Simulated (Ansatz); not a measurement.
Cartesian coordinates in Å:
```
C -1.4731 -1.6825 -0.4210
Si 0.2644 -0.9275 -0.5975
S -0.1208 0.8303 0.5015
C 1.4582 1.7161 0.4457
H -1.8785 -1.8428 -1.4271
H -1.3710 -2.6797 0.0226
H -2.1967 -1.1101 0.1619
H 2.1942 1.1431 -0.1197
H 1.3063 2.6849 -0.0294
H 1.8171 1.8682 1.4632
```

Charge 0, multiplicity 1.

List the PBE/def2-TZVPP orbital energies in eV (Ansatz). (An estimate is asked.)

Computed: Occupied: -2395.82, -1779.81, -269.67, -268.50, -208.75, -154.89, -154.75, -154.74, -137.39, -94.26, -94.12, -94.00, -19.43, -17.23, -15.73, -11.49, -10.58, -10.34, -10.07, -9.81, -8.52, -7.30, -6.40, -5.26. Lowest empty: -2.61, -0.57, 0.39, 0.92, 1.23, 1.90, 1.91, 2.23.
